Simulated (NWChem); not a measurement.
System: C$_{2}$H$_{3}$ClF$_{2}$Si; SMILES C(/F)=C(\Cl)[SiH2]F

Excerpt of the output:

```
             Northwest Computational Chemistry Package (NWChem) 7.3.0
             --------------------------------------------------------

 C1  symmetry detected

                             Geometry "geometry" -> ""
                             -------------------------

 Output coordinates in angstroms (scale by  1.889725989 to convert to a.u.)

  No.       Tag          Charge          X              Y              Z
 ---- ---------------- ---------- -------------- -------------- --------------
    1 F                    9.0000     2.22264858    -1.05613243    -0.14677349
    2 C                    6.0000     0.94310687    -1.39234029    -0.19103122
    3 C                    6.0000    -0.02612842    -0.50651929     0.06610628
    4 Cl                  17.0000    -1.67430673    -1.05402848    -0.03715274
    5 Si                  14.0000     0.22590728     1.29147617     0.52025043
    6 F                    9.0000    -0.21946973     2.22297299    -0.73376055
    7 H                    1.0000     0.77690350    -2.44265745    -0.45311190
    8 H                    1.0000    -0.66397467     1.61935998     1.66301756
    9 H                    1.0000     1.65710319     1.55270759     0.81254080

 Effective nuclear repulsion energy (a.u.)     351.4975260431

                                 NWChem DFT Module
                                 -----------------

 Summary of "ao basis" -> "ao basis" (spherical)
 ------------------------------------------------------------------------------
       Tag                 Description            Shells   Functions and Types
 ---------------- ------------------------------  ------  ---------------------
 F                         6-311++g**               10       22   5s4p1d
 C                         6-311++g**               10       22   5s4p1d
 Cl                        6-311++g**               14       30   7s6p1d
 Si                        6-311++g**               14       30   7s6p1d
 H                         6-311++g**                5        7   4s1p

            General Information
            -------------------
          SCF calculation type: DFT
          Wavefunction type:  closed shell.
          No. of atoms     :     9
          No. of electrons :    64
           Alpha electrons :    32
            Beta electrons :    32
          Charge           :     0
          Spin multiplicity:     1
          Use of symmetry is: off; symmetry adaption is: off
          Maximum number of iterations: 150
          AO basis - number of functions:   169
                     number of shells:    83
          Convergence on energy requested:  1.00D-06
          Convergence on density requested:  1.00D-05
          Convergence on gradient requested:  5.00D-04

              XC Information
              --------------
                  TPSS metaGGA Exchange Functional  1.000
             TPSS03 metaGGA Correlation Functional  1.000

             Grid Information
             ----------------
          Grid used for XC integration:  medium
          Radial quadrature: Mura-Knowles
          Angular quadrature: Lebedev.
          Tag              B.-S. Rad. Rad. Pts. Rad. Cut. Ang. Pts.
          ---              ---------- --------- --------- ---------
          F                   0.50       49          14.0       434
          C                   0.70       49          14.0       434
          Cl                  1.00       88          15.0       590
          Si                  1.10       88          15.0       590
          H                   0.35       45          15.0       434
          Grid pruning is: on
          Number of quadrature shells:   507
          Spatial weights used:  Erf1

      Superposition of Atomic Density Guess
      -------------------------------------

 Sum of atomic energies:       -1023.96823880

      Non-variational initial energy
      ------------------------------

 Total energy =   -1025.992335
 1-e energy   =   -2116.459573
 2-e energy   =     738.969712
 HOMO         =      -0.272012
 LUMO         =      -0.007571

     ---------------------------------------------
      Total Density - Mulliken Population Analysis
     ---------------------------------------------

    Atom       Charge   Shell Charges
 -----------   ------   -------------------------------------------------------
    1 F    9     9.24   1.08  0.92  1.18  1.09  2.48  0.85  1.71 -0.07 -0.00  0.00
    2 C    6     6.02   1.10  0.89  0.47  0.78  1.24  0.43  0.59  0.32  0.09  0.11
    3 C    6     6.23   1.10  0.89  0.53  0.81  1.44  0.58  1.05 -0.27  0.06  0.05
    4 Cl  17    16.90   0.78  1.19  0.91  1.08  0.98  1.04  7.41 -1.49  1.03  3.04  1.24 -0.22 -0.09  0.02
    5 Si  14    13.14   0.79  1.18  0.97  1.02  0.77  0.47  1.95  3.95  0.50  1.01  0.21  0.10  0.05  0.17
    6 F    9     9.46   1.08  0.92  1.21  1.10  2.56  0.90  1.86 -0.16 -0.01  0.00
    7 H    1     0.84   0.24  0.45  0.12  0.02  0.02
    8 H    1     1.08   0.23  0.57  0.29 -0.02  0.01
    9 H    1     1.08   0.23  0.57  0.29 -0.02  0.01

   convergence    iter        energy       DeltaE   RMS-Dens  Diis-err
 ---------------- ----- ----------------- --------- --------- ---------
 d= 0,ls=0.0,diis     1  -1027.4639589799 -1.38D+03  2.63D-02  1.83D+00
 d= 0,ls=0.0,diis     2  -1027.2270429504  2.37D-01  1.81D-02  3.97D+00
 d= 0,ls=0.0,diis     3  -1027.5704323159 -3.43D-01  2.89D-03  3.09D-01
 d= 0,ls=0.0,diis     4  -1027.5918065161 -2.14D-02  1.41D-03  1.97D-02
 d= 0,ls=0.0,diis     5  -1027.5929020137 -1.10D-03  5.79D-04  7.56D-03
  Resetting Diis
 d= 0,ls=0.0,diis     6  -1027.5938402319 -9.38D-04  3.25D-04  6.99D-04
 d= 0,ls=0.0,diis     7  -1027.5939196457 -7.94D-05  2.13D-04  1.52D-04
 d= 0,ls=0.0,diis     8  -1027.5938571055  6.25D-05  1.56D-04  7.58D-04
 d= 0,ls=0.0,diis     9  -1027.5939326321 -7.55D-05  2.16D-05  1.11D-05
 d= 0,ls=0.0,diis    10  -1027.5939341124 -1.48D-06  3.21D-06  3.41D-07
 d= 0,ls=0.0,diis    11  -1027.5939341446 -3.21D-08  9.80D-07  8.55D-09

         Total DFT energy =    -1027.593934144568
      One electron energy =    -2119.222571632453
           Coulomb energy =      822.323091086806
    Exchange-Corr. energy =      -82.191979642004
 Nuclear repulsion energy =      351.497526043083

 Numeric. integr. density =       63.999992914476

                       DFT Final Molecular Orbital Analysis
                       ------------------------------------

 Vector   30  Occ=2.000000D+00  E=-3.212605D-01
              MO Center=  5.7D-02,  1.5D+00,  6.5D-01, r^2= 3.0D+00
   Bfn.  Coefficient  Atom+Function         Bfn.  Coefficient  Atom+Function
  ----- ------------  ---------------      ----- ------------  ---------------
    36      0.287636  2 C  s                157      0.261248  8 H  s
   164     -0.209558  9 H  s                133      0.205686  6 F  px
   137      0.197573  6 F  px               112     -0.192760  5 Si px
   158      0.185605  8 H  s                 58     -0.172762  3 C  s
   165     -0.162921  9 H  s                129      0.144679  6 F  px

 Vector   31  Occ=2.000000D+00  E=-2.861845D-01
              MO Center= -1.0D+00, -6.4D-01,  3.8D-02, r^2= 3.2D+00
   Bfn.  Coefficient  Atom+Function         Bfn.  Coefficient  Atom+Function
  ----- ------------  ---------------      ----- ------------  ---------------
    83      0.462548  4 Cl py                36     -0.395149  2 C  s
    86      0.311122  4 Cl py                74     -0.283516  4 Cl py
    58      0.275241  3 C  s                 80      0.211795  4 Cl py
    54     -0.192574  3 C  s                 32      0.187816  2 C  s
    59      0.173322  3 C  px                52     -0.153565  3 C  py

 Vector   32  Occ=2.000000D+00  E=-2.433834D-01
              MO Center= -1.1D-01, -9.5D-01, -5.1D-02, r^2= 3.0D+00
   Bfn.  Coefficient  Atom+Function         Bfn.  Coefficient  Atom+Function
  ----- ------------  ---------------      ----- ------------  ---------------
    84      0.349382  4 Cl pz                87      0.264437  4 Cl pz
    31     -0.231908  2 C  pz                53     -0.220016  3 C  pz
    57     -0.219359  3 C  pz                75     -0.209107  4 Cl pz
    35     -0.196476  2 C  pz                 9      0.165738  1 F  pz
    13      0.159505  1 F  pz                81      0.157383  4 Cl pz

 Vector   33  Occ=0.000000D+00  E=-7.884099D-02
              MO Center=  4.5D-01, -4.2D-01,  1.0D-01, r^2= 3.9D+00
   Bfn.  Coefficient  Atom+Function         Bfn.  Coefficient  Atom+Function
  ----- ------------  ---------------      ----- ------------  ---------------
    35      0.477439  2 C  pz                57     -0.367473  3 C  pz
   140     -0.340519  6 F  s                 31      0.299514  2 C  pz
   102      0.290961  5 Si s                117     -0.271369  5 Si pz
    36     -0.264287  2 C  s                114     -0.257677  5 Si pz
   116      0.253746  5 Si py                39      0.231246  2 C  pz

 Vector   34  Occ=0.000000D+00  E=-3.775426D-02
              MO Center= -4.1D-01, -7.8D-01,  6.8D-02, r^2= 5.9D+00
   Bfn.  Coefficient  Atom+Function         Bfn.  Coefficient  Atom+Function
  ----- ------------  ---------------      ----- ------------  ---------------
    36      3.213000  2 C  s                 88     -2.346681  4 Cl s
    59     -1.876988  3 C  px               118     -0.786757  5 Si s
    89     -0.722232  4 Cl px                37     -0.647037  2 C  px
    60      0.644952  3 C  py                54      0.597249  3 C  s
    85     -0.562465  4 Cl px                55     -0.556012  3 C  px

[...]
```

Level: TPSS/6-311++G** (spherical d). Coordinates come from a PBE0/def2-SVP optimisation.

Problem. Write an input that gives this output.

Solution. Several could match; the one computed here: the input that was run:
```
start job
memory heap 200 mb stack 900 mb global 1100 mb
geometry units angstroms noautoz
  F      1.630283    -1.833813    -0.360816
  C      0.324285    -1.658825    -0.234444
  C     -0.197579    -0.471857     0.095678
  Cl    -1.928950    -0.352220     0.217997
  Si     0.769932     1.094735     0.430743
  F      0.549997     2.128328    -0.802912
  H     -0.257883    -2.566767    -0.424701
  H      0.225335     1.733490     1.655782
  H      2.218903     0.792253     0.535552
end
basis spherical
  F library 6-311++g**
  C library 6-311++g**
  Cl library 6-311++g**
  Si library 6-311++g**
  H library 6-311++g**
end
dft
  xc xtpss03 ctpss03
  iterations 150
  mulliken
end
task dft energy
```
